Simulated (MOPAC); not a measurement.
Job for MOPAC: PM3 on SbCl, 2S+1 = 3, a spin state set in the input, which need not be the lowest, a point of a bond scan (R = 2.348 Å).

```
PM3 1SCF PRECISE CHARGE=0 UHF MS=1 THREADS=1
ClSb

Cl     0.00000000 1     0.00000000 1     0.00000000 1
Sb     0.00000000 1     0.00000000 1     2.34763700 1
```

Program output:

```
*******************************************************************************
 **                                                                           **
 **                              MOPAC v23.2.5                                **
 **                                                                           **
 *******************************************************************************
 ** MOPAC's Digital Object Identifier: https://doi.org/10.5281/zenodo.6511958 **
 **                                                                           **
 ** Please cite the open-source release paper for use of this MOPAC version:  **
 ** J. E. Moussa and J. J. P. Stewart (2026)                                  **
 ** MOPAC: An open-source semiempirical molecular orbital program             **
 ** J. Open Source Softw., 11(119), 8025, https://doi.org/10.21105/joss.08025 **
 *******************************************************************************

                              PM3 CALCULATION RESULTS

 *******************************************************************************
 *  PM3        - The PM3 Hamiltonian to be used
 *  UHF        - UNRESTRICTED HARTREE-FOCK CALCULATION
 *
 *
 *
 *                 CHARGE ON SYSTEM = 0
 *
 *
 *
 *  MS=        - IN MECI, MAGNETIC COMPONENT OF SPIN =  1.0
 *  PRECISE    - TIGHTER CRITERIA TO BE USED
 *  1SCF       - DO 1 SCF AND THEN STOP
 *  THREADS=1  - MULTI-THREADING NOT USED
 *  T=         - A TIME OF 172800.0 SECONDS REQUESTED
 *  DUMP=N     - RESTART FILE WRITTEN EVERY 7200.0 SECONDS REQUESTED
 *******************************************************************************
PM3 1SCF PRECISE CHARGE=0 UHF MS=1 THREADS=1
 ClSb

   ATOM   CHEMICAL          X               Y               Z
  NUMBER   SYMBOL      (ANGSTROMS)     (ANGSTROMS)     (ANGSTROMS)

     1      Cl          0.00000000  *   0.00000000  *   0.00000000  *
     2      Sb          0.00000000  *   0.00000000  *   2.34763700  *



          CARTESIAN COORDINATES

    NO.       ATOM           X           Y           Z

     1        Cl          0.0000      0.0000      0.0000
     2        Sb          0.0000      0.0000      2.3476

 Cl: (PM3): J. J. P. STEWART, J. COMP. CHEM. 10, 209 (1989).
 Sb: (PM3): J. J. P. STEWART, J. COMP. CHEM. 12, 320-341 (1991).

           Empirical Formula: Cl Sb  =     2 atoms



      MOLECULAR POINT GROUP   :   C*v


          UHF CALCULATION, NO. OF ALPHA ELECTRONS =    7
                           NO. OF BETA  ELECTRONS =    5

 -------------------------------------------------------------------------------
 PM3 1SCF PRECISE CHARGE=0 UHF MS=1 THREADS=1
 ClSb



     1SCF WAS SPECIFIED, SO BFGS WAS NOT USED
     SCF FIELD WAS ACHIEVED


                              PM3 CALCULATION
                                                       MOPAC v23.2.5 Linux




          FINAL HEAT OF FORMATION =         11.26929 KCAL/MOL =      47.15069 KJ/MOL


          COSMO AREA              =        101.07 SQUARE ANGSTROMS
          COSMO VOLUME            =         90.03 CUBIC ANGSTROMS

          IONIZATION POTENTIAL    =          9.138069 EV
          ALPHA SOMO LUMO (EV)    =         -9.138 -1.412
          BETA  SOMO LUMO (EV)    =        -11.165 -2.929
          NO. OF ALPHA ELECTRONS  =          7
          NO. OF BETA  ELECTRONS  =          5
          MOLECULAR WEIGHT        =        157.2030         POINT GROUP:  C*v

          MOLECULAR DIMENSIONS (Angstroms)

            Atom       Atom       Distance
           Sb     2   Cl     1     2.34764
           Sb     2   Cl     1     0.00000
           Cl     1   Sb     2     0.00000


          SCF CALCULATIONS        =          1





   ATOM   CHEMICAL          X               Y               Z
  NUMBER   SYMBOL      (ANGSTROMS)     (ANGSTROMS)     (ANGSTROMS)

     1      Cl          0.00000000  *   0.00000000  *   0.00000000  *
     2      Sb          0.00000000  *   0.00000000  *   2.34763700  *

                             CARTESIAN COORDINATES

   1   Cl        0.000000000     0.000000000     0.000000000
   2   Sb        0.000000000     0.000000000     2.347637000


           Empirical Formula: Cl Sb  =     2 atoms



      MOLECULAR POINT GROUP   :   C*v


          ALPHA EIGENVALUES
 -55.35743 -36.98276 -11.80571 -11.44045 -11.44045  -9.13807  -9.13807  -1.41184


           BETA EIGENVALUES
 -54.81305 -32.63601 -11.73327 -11.16522 -11.16522  -2.92922  -2.92922  -1.28224


              NET ATOMIC CHARGES AND DIPOLE CONTRIBUTIONS

  ATOM NO.   TYPE          CHARGE      No. of ELECS.   s-Pop       p-Pop
    1         Cl          -0.240841        7.2408     1.98364     5.25720
    2         Sb           0.240841        4.7592     1.99185     2.76731
 DIPOLE           X         Y         Z       TOTAL
 POINT-CHG.     0.000     0.000     2.716     2.716
 HYBRID         0.000    -0.000    -0.291     0.291
 SUM            0.000    -0.000     2.425     2.425


          ATOMIC ORBITAL ELECTRON POPULATIONS

     Atom    s        px        py        pz
    1 Cl   1.98364   1.93075   1.93075   1.39571
    2 Sb   1.99185   1.06925   1.06925   0.62881


                    (SZ)    =    1.000000
                    (S**2)  =    2.000159


          ATOMIC ORBITAL SPIN POPULATIONS

    Atom   Total    s     px     py     pz
         Atomic
    1 Cl  0.1359  0.001  0.069  0.069 -0.003
    2 Sb  1.8641  0.001  0.931  0.931  0.001

 **********************
 *                    *
 * JOB ENDED NORMALLY *
 *                    *
 **********************




 == MOPAC DONE ==
```

The run finished.

Cost: around 0.020 core-seconds (rough).
